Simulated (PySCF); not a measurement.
C4H5ClSi, SMILES C#C/C=C\[SiH2]Cl. Atoms are numbered in the order given.

```xyz
11

C      2.5158     0.7726    -2.0910
C      2.1193    -0.1375    -1.3850
C      1.6280    -1.1826    -0.5498
C      0.4873    -1.0692     0.1712
Si    -0.5623     0.4823     0.1419
Cl    -2.1765     0.1756     1.4216
H      2.8687     1.5724    -2.7144
H      2.2249    -2.1025    -0.5151
H      0.1789    -1.9205     0.7885
H     -1.0971     0.7529    -1.2153
H      0.1944     1.6609     0.6307
```

Geometry optimised at TPSSh-D3(BJ)/def2-SVP. The structure was generated by enumeration; whether it is a known compound was not checked. Other conformers were not sampled.

All values below come from HF/pcSseg-1 run with PySCF.

GIAO shieldings, no solvent; atoms alike by connectivity are averaged. δ = σ(ref) − σ: ¹³C against TMS (σ = 192.6 ppm); ²⁹Si against TMS (σ = 393.8 ppm); ³⁵Cl against HCl (σ = 958.2 ppm); ¹H against TMS (σ = 31.99 ppm), references at their B3LYP-D3(BJ)/def2-TZVP geometries, non-relativistic (without spin–orbit terms, shifts of atoms bonded to Cl or Br come out too high).

Q: Estimate the chemical shifts. (Estimate from the structure and the level; the computed values follow.)

A: 
```
nucleus     atoms  count  δ (ppm)
-------  --------  -----  -------
¹³C            C4      1    153.5
¹³C            C3      1    141.8
¹³C            C1      1    102.6
¹³C            C2      1     74.2
²⁹Si          Si5      1    -24.0
³⁵Cl          Cl6      1    -80.0
¹H             H9      1     6.82
¹H             H8      1     6.75
¹H       H10, H11      2     5.21
¹H             H7      1     4.44
```
